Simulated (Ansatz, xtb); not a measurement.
## Relative energy of two isomers of C6H8O

Structure a is `CC1=CCC(=O)C1`, a singlet and structure b is `C=C1CCC(=O)C1`, a singlet. Both are isolated molecules in the gas phase, relaxed with B3LYP/def2-SVP; the shapes shown needn't be the lowest conformers.

a (Å):

```yaml
atoms:
  - { symbol: C, position_ang: [0.0433, -0.3672, -1.8855] }
  - { symbol: C, position_ang: [0.2035, 0.3754, -0.5962] }
  - { symbol: C, position_ang: [-0.7786, 0.8431, 0.1956] }
  - { symbol: C, position_ang: [-0.2674, 1.5460, 1.4225] }
  - { symbol: C, position_ang: [1.2595, 1.4478, 1.2773] }
  - { symbol: C, position_ang: [1.5656, 0.6913, -0.0235] }
  - { symbol: O, position_ang: [2.0731, 1.8872, 2.0485] }
  - { symbol: H, position_ang: [0.5344, 0.1691, -2.7170] }
  - { symbol: H, position_ang: [-1.0167, -0.5069, -2.1459] }
  - { symbol: H, position_ang: [0.5194, -1.3625, -1.8332] }
  - { symbol: H, position_ang: [-1.8438, 0.7285, -0.0229] }
  - { symbol: H, position_ang: [-0.5810, 1.0805, 2.3754] }
  - { symbol: H, position_ang: [-0.5670, 2.6081, 1.4947] }
  - { symbol: H, position_ang: [2.1899, 1.3188, -0.6868] }
  - { symbol: H, position_ang: [2.1717, -0.2073, 0.1974] }
```

b (Å):

```xyz
15

C    -2.3285    1.5073   -0.0582
C    -1.1172    0.9823    0.1442
C    -0.7229    0.0583    1.2865
C     0.7298    0.4496    1.6085
C     1.2943    1.0207    0.3020
C     0.1277    1.2525   -0.6686
O     2.4548    1.2480    0.0745
H    -3.1665    1.2764    0.6065
H    -2.5285    2.1819   -0.8958
H    -0.7556   -0.9900    0.9353
H    -1.4071    0.1325    2.1442
H     1.3687   -0.3608    1.9891
H     0.7678    1.2663    2.3522
H     0.2414    0.5167   -1.4888
H     0.1805    2.2499   -1.1312
```

Quicker runs give these differences E(b) − E(a): GFN2-xTB +3.4 kcal/mol; HF/STO-3G +4.8 kcal/mol (at GFN2-xTB geometries); r2SCAN-D4/def2-SVP +5.0 kcal/mol (at GFN2-xTB geometries).

Estimate E(b) − E(a) at the level CCSD(T)/def2-SVP + ΔMP2/def2-TZVPP.

Calculated at CCSD(T)/def2-SVP + ΔMP2/def2-TZVPP: E(b) − E(a) = +4.0 kcal/mol, so structure a lies lower.

Level by level:

| level | geometry | E(b) − E(a) (kcal/mol) | departure from the last row (kcal/mol) | job, with rough time for the two |
| --- | --- | --- | --- | --- |
| GFN2-xTB | GFN2-xTB | +3.4 | −0.6 | optimisation, 0.48 s |
| HF/STO-3G | GFN2-xTB | +4.8 | +0.8 | single point, 2 s |
| r2SCAN-D4/def2-SVP | GFN2-xTB | +5.0 | +1.0 | single point, 11 s |
| B3LYP/def2-SVP | B3LYP/def2-SVP | +4.9 | +0.8 | optimisation, 3.2 min |
| HF/def2-SVP | B3LYP/def2-SVP | +4.9 | +0.9 | part of the CCSD(T) run |
| MP2/def2-SVP | B3LYP/def2-SVP | +4.7 | +0.7 | part of the CCSD(T) run |
| CCSD(T)/def2-SVP | B3LYP/def2-SVP | +4.4 | +0.4 | single point |
| CCSD(T)/def2-SVP + ΔMP2/def2-TZVPP | B3LYP/def2-SVP | +4.0 |  | single point, 4.1 min |

As drawn, both hold the same kinds of bond in the same numbers. Structure a has 1 methyl group, b 0.

The levels shown agree on the order. The largest departure from CCSD(T)/def2-SVP + ΔMP2/def2-TZVPP is that of r2SCAN-D4/def2-SVP, 1.0 kcal/mol. The last row adds to CCSD(T) the change of the MP2 difference between the two basis sets, here −0.4 kcal/mol.

With thermal terms from frequencies at re-optimised GFN2-xTB minima (ideal gas, soft modes damped towards free rotors, one conformer each, 298.15 K, 1 atm): the zero-point term adds +0.4 kcal/mol; ΔH is +4.2 and ΔG +4.5 kcal/mol.

The correlated steps freeze 7 core orbitals. Codes used: Ansatz 0.2.0, xtb 6.7.1; the last row on 2 threads of Intel(R) Xeon(R) Processor @ 2.50GHz (Skylake/Cascade Lake) on a shared host.
